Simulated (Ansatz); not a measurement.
Relaxation of B₉ with UKS PBE-D4/def2-SVP.

```sh
$ ansatz run in.yaml --threads 4 --pin off --events-out ev --progress --plain --max-ram 4787MiB
```

```yaml
crystal:
  periodic: [false, false, false]
  atoms:
    - {symbol: B, position_ang: [1.572203, 1.379318, 0.154864]}
    - {symbol: B, position_ang: [-1.307137, 1.422213, -0.282983]}
    - {symbol: B, position_ang: [0.149850, 1.923720, -0.092585]}
    - {symbol: B, position_ang: [-1.537325, -1.367243, -0.150810]}
    - {symbol: B, position_ang: [-2.041894, 0.067565, -0.313306]}
    - {symbol: B, position_ang: [1.313723, -1.393787, 0.282862]}
    - {symbol: B, position_ang: [2.079920, -0.055956, 0.317993]}
    - {symbol: B, position_ang: [-0.101851, -0.034970, -0.013539]}
    - {symbol: B, position_ang: [-0.127489, -1.940860, 0.097495]}
basis:
  gaussian: {orbitals: def2-SVP}
magnetization: {spin_polarized: true, initial_magnetization: 3}
hamiltonian: {xc: pbe, dispersion: d4}
scf: {lower_state_search: "off"}
output: {orbitals: {seedname: orbitals}}
relax: {f_tol: 0.02, max_steps: 100}
```

Hardware: 4 threads of Arm Neoverse V2 on a shared host. Wall time 34 s.

Positions (Å) and forces (eV/Å) at steps 1, 2, 3, 4, 5, 6, 7, 8, 9, 10, 11, 12, 13, 14, 15, 16, 17, 19 of 19:

```xyz
9
step=1 energy=-6062.1156 eV
B     1.572    1.379    0.155    1.165   -0.171    0.185
B    -1.307    1.422   -0.283    1.167    1.066    0.113
B     0.150    1.924   -0.093   -1.754    0.122   -0.272
B    -1.537   -1.367   -0.151   -1.248    0.254   -0.205
B    -2.042    0.068   -0.313   -0.904   -0.993   -0.079
B     1.314   -1.394    0.283   -1.325   -1.231   -0.126
B     2.080   -0.056    0.318    0.903    0.902    0.081
B    -0.102   -0.035   -0.014    0.417    0.137    0.058
B    -0.127   -1.941    0.097    1.580   -0.086    0.245
9
step=2 energy=-6062.2427 eV
B     1.599    1.389    0.158    0.320    0.111    0.040
B    -1.303    1.423   -0.282    0.381    0.206    0.048
B     0.140    1.921   -0.094   -0.441   -0.118   -0.057
B    -1.564   -1.374   -0.155   -0.439   -0.174   -0.059
B    -2.071    0.057   -0.318   -0.483   -0.180   -0.068
B     1.306   -1.398    0.282   -0.432   -0.209   -0.049
B     2.113   -0.048    0.322    0.352    0.146    0.038
B    -0.098   -0.033   -0.013    0.360    0.128    0.052
B    -0.122   -1.937    0.099    0.383    0.091    0.055
9
step=3 energy=-6062.2959 eV
B     1.633    1.404    0.161   -0.128    0.148   -0.042
B    -1.295    1.406   -0.278   -0.071   -0.312    0.031
B     0.141    1.901   -0.089    0.240   -0.250    0.073
B    -1.600   -1.389   -0.161    0.008   -0.306    0.000
B    -2.110    0.045   -0.327   -0.188    0.249   -0.087
B     1.294   -1.381    0.282    0.037    0.365    0.013
B     2.152   -0.038    0.323    0.002   -0.215   -0.035
B    -0.087   -0.029   -0.009    0.336    0.119    0.076
B    -0.128   -1.919    0.099   -0.236    0.201   -0.028
9
step=4 energy=-6062.3602 eV
B     1.689    1.426    0.152   -0.691    0.108   -0.128
B    -1.284    1.361   -0.256   -0.609   -0.719    0.032
B     0.148    1.854   -0.054    0.878   -0.235    0.243
B    -1.658   -1.415   -0.188    0.679   -0.353    0.089
B    -2.172    0.024   -0.376    0.175    0.751   -0.212
B     1.271   -1.334    0.296    0.565    0.813    0.146
B     2.219   -0.025    0.288   -0.153   -0.596   -0.204
B    -0.064   -0.019    0.015    0.007    0.028    0.089
B    -0.149   -1.871    0.124   -0.852    0.203   -0.055
9
step=5 energy=-6062.2887 eV rejected
B     1.751    1.439    0.119   -1.831   -0.179    0.138
B    -1.281    1.302   -0.197   -1.356   -1.010   -0.406
B     0.144    1.788    0.071    1.494    0.082    0.170
B    -1.715   -1.443   -0.251    1.684    0.021    0.669
B    -2.228   -0.002   -0.554    0.732    1.325    0.085
B     1.240   -1.262    0.350    1.542    0.998   -0.070
B     2.323   -0.022    0.122   -0.644   -1.203   -0.002
B    -0.047   -0.002    0.102   -0.211   -0.074   -0.276
B    -0.188   -1.798    0.238   -1.410    0.039   -0.307
9
step=6 energy=-6062.4735 eV
B     1.688    1.416    0.159   -0.992   -0.120    0.039
B    -1.290    1.343   -0.246   -0.623   -0.573   -0.043
B     0.141    1.832    0.007    0.726   -0.167    0.217
B    -1.661   -1.412   -0.190    0.861   -0.056    0.284
B    -2.176    0.022   -0.465    0.034    0.720   -0.314
B     1.269   -1.309    0.310    0.590    0.676    0.107
B     2.253   -0.034    0.197    0.240   -0.660   -0.260
B    -0.062   -0.014    0.044   -0.138    0.006   -0.003
B    -0.162   -1.844    0.183   -0.699    0.174   -0.028
9
step=7 energy=-6062.6497 eV
B     1.666    1.386    0.190   -1.223   -0.267    0.074
B    -1.305    1.334   -0.249   -0.614   -0.486   -0.135
B     0.126    1.813    0.059    0.648   -0.144    0.260
B    -1.651   -1.390   -0.167    1.036    0.103    0.372
B    -2.180    0.027   -0.551   -0.004    0.709   -0.299
B     1.281   -1.291    0.314    0.618    0.615    0.031
B     2.294   -0.051    0.111    0.419   -0.709   -0.239
B    -0.067   -0.010    0.057   -0.229    0.003   -0.082
B    -0.164   -1.818    0.235   -0.650    0.177    0.018
9
step=8 energy=-6062.8866 eV
B     1.625    1.329    0.260   -1.058   -0.622   -0.150
B    -1.324    1.327   -0.277   -0.493   -0.501   -0.213
B     0.096    1.784    0.142    0.575   -0.108    0.275
B    -1.640   -1.348   -0.106    1.036    0.415    0.166
B    -2.180    0.028   -0.682    0.295    0.447    0.100
B     1.303   -1.269    0.297    0.610    0.633   -0.102
B     2.354   -0.072   -0.023   -0.039   -0.384    0.064
B    -0.073   -0.002    0.067   -0.318   -0.062   -0.166
B    -0.161   -1.777    0.320   -0.608    0.182    0.027
9
step=9 energy=-6063.0828 eV
B     1.511    1.182    0.317   -0.046   -1.088   -0.567
B    -1.368    1.344   -0.320    0.160   -0.294    0.014
B     0.031    1.748    0.269    0.178   -0.009   -0.026
B    -1.563   -1.247   -0.035    0.251    0.753   -0.506
B    -2.148    0.045   -0.831    0.631   -0.394    0.835
B     1.349   -1.243    0.273    0.099    0.500   -0.111
B     2.433   -0.116   -0.174   -0.789    0.516    0.633
B    -0.109    0.004    0.052   -0.366   -0.076   -0.216
B    -0.137   -1.718    0.449   -0.117    0.092   -0.056
9
step=10 energy=-6063.3186 eV
B     1.422    1.021    0.240   -0.259    0.122   -0.047
B    -1.386    1.380   -0.273    0.092    0.209   -0.136
B     0.026    1.777    0.258    0.417   -0.266    0.013
B    -1.497   -1.234   -0.090    0.012   -0.489   -0.108
B    -2.067    0.057   -0.786    0.123    0.012    0.436
B     1.338   -1.152    0.305   -0.157    0.005    0.071
B     2.480   -0.131   -0.151    0.331    0.131    0.095
B    -0.197    0.013    0.033   -0.473    0.074   -0.225
B    -0.119   -1.730    0.463   -0.086    0.203   -0.098
9
step=11 energy=-6063.4950 eV
B     1.387    0.931    0.195    0.369   -0.006   -0.061
B    -1.386    1.427   -0.274   -0.046    0.156   -0.091
B     0.059    1.775    0.207   -0.166   -0.124   -0.156
B    -1.475   -1.295   -0.165   -0.588   -0.067   -0.161
B    -2.120    0.077   -0.627    0.596   -0.186    0.415
B     1.332   -1.068    0.341   -0.115   -0.111   -0.064
B     2.587   -0.133   -0.054   -0.054    0.086    0.229
B    -0.277    0.014   -0.043   -0.359    0.127    0.034
B    -0.108   -1.730    0.420    0.362    0.125   -0.144
9
step=12 energy=-6063.5738 eV
B     1.388    0.881    0.151    0.464   -0.268   -0.430
B    -1.394    1.480   -0.290   -0.298   -0.245   -0.059
B     0.083    1.789    0.103    0.232   -0.335    0.095
B    -1.508   -1.358   -0.193   -0.318    0.581    0.144
B    -2.132    0.086   -0.442    0.391   -0.350    0.085
B     1.327   -1.011    0.337   -0.026    0.081    0.292
B     2.683   -0.130    0.112   -0.777    0.413    0.186
B    -0.367    0.022   -0.075    0.370   -0.110    0.249
B    -0.080   -1.758    0.297   -0.037    0.233   -0.562
9
step=13 energy=-6063.7040 eV
B     1.414    0.877    0.089    0.272   -1.197   -0.059
B    -1.392    1.485   -0.300   -0.191   -0.470    0.150
B     0.118    1.767    0.028   -0.351    0.036   -0.120
B    -1.568   -1.374   -0.139    0.418    0.528   -0.010
B    -2.146    0.087   -0.333    0.338    0.004   -0.008
B     1.313   -0.970    0.371   -0.418    0.784   -0.281
B     2.707   -0.102    0.255   -0.634    0.020    0.106
B    -0.388    0.014   -0.076    0.565   -0.217    0.273
B    -0.059   -1.784    0.105    0.001    0.513   -0.050
9
step=14 energy=-6063.7841 eV
B     1.415    0.819    0.017    0.101   -0.672    0.288
B    -1.407    1.477   -0.267    0.294   -0.193    0.234
B     0.139    1.742   -0.051   -0.630    0.301   -0.245
B    -1.565   -1.364   -0.139    0.769   -0.075   -0.114
B    -2.142    0.085   -0.246   -0.079    0.254   -0.115
B     1.267   -0.889    0.405   -0.296    0.140   -0.700
B     2.715   -0.110    0.359   -0.738   -0.044   -0.023
B    -0.392    0.013   -0.061    0.767   -0.184    0.162
B    -0.030   -1.774   -0.016   -0.187    0.473    0.513
9
step=15 energy=-6063.8823 eV
B     1.402    0.816    0.016   -0.289   -0.496    0.160
B    -1.404    1.457   -0.217    0.153    0.175   -0.021
B     0.131    1.746   -0.084   -0.286    0.447   -0.037
B    -1.520   -1.336   -0.156   -0.081   -0.362   -0.131
B    -2.132    0.083   -0.275   -0.033    0.131    0.040
B     1.238   -0.882    0.374   -0.016    0.282   -0.354
B     2.654   -0.126    0.352    0.578   -0.025    0.103
B    -0.337    0.012   -0.033    0.059   -0.027   -0.032
B    -0.031   -1.769    0.023   -0.085   -0.125    0.272
9
step=16 energy=-6063.9455 eV
B     1.316    0.741    0.087    0.225    0.567    0.093
B    -1.387    1.487   -0.249   -0.121   -0.171    0.020
B     0.137    1.790   -0.056   -0.265    0.008   -0.133
B    -1.526   -1.353   -0.158    0.030    0.133    0.092
B    -2.099    0.095   -0.293   -0.022   -0.019   -0.022
B     1.268   -0.896    0.251   -0.031   -0.338    0.004
B     2.676   -0.079    0.337   -0.010   -0.263    0.018
B    -0.340    0.010   -0.043    0.296    0.013    0.028
B    -0.045   -1.796    0.122   -0.102    0.070   -0.101
9
step=17 energy=-6063.9719 eV
B     1.349    0.791    0.142   -0.057   -0.093   -0.075
B    -1.400    1.467   -0.261    0.031    0.032   -0.033
B     0.125    1.785   -0.105    0.070    0.001    0.097
B    -1.533   -1.350   -0.126   -0.014   -0.002   -0.044
B    -2.113    0.086   -0.267   -0.013   -0.001   -0.010
B     1.255   -0.885    0.241    0.030    0.041   -0.108
B     2.677   -0.121    0.352   -0.010    0.080    0.034
B    -0.317    0.015   -0.041   -0.044   -0.016    0.027
B    -0.044   -1.787    0.067    0.007   -0.043    0.113
9
step=19 energy=-6063.9777 eV
B     1.342    0.782    0.132   -0.001   -0.001    0.000
B    -1.397    1.471   -0.264    0.001   -0.001   -0.002
B     0.125    1.787   -0.083    0.000    0.001    0.001
B    -1.532   -1.349   -0.125   -0.002    0.000   -0.003
B    -2.110    0.088   -0.283    0.001    0.002    0.004
B     1.262   -0.890    0.217   -0.001    0.003   -0.005
B     2.677   -0.111    0.354   -0.002   -0.001    0.003
B    -0.320    0.014   -0.042    0.000   -0.006   -0.001
B    -0.047   -1.791    0.094    0.003    0.003    0.004
```

The relaxation made no stability test and no search for a lower SCF solution. At PBE-D4/def2-SVP a doublet of charge 0 lies 0.50 eV below the quartet, each at its own geometry. The structure comes from a short search, and lower isomers may exist.
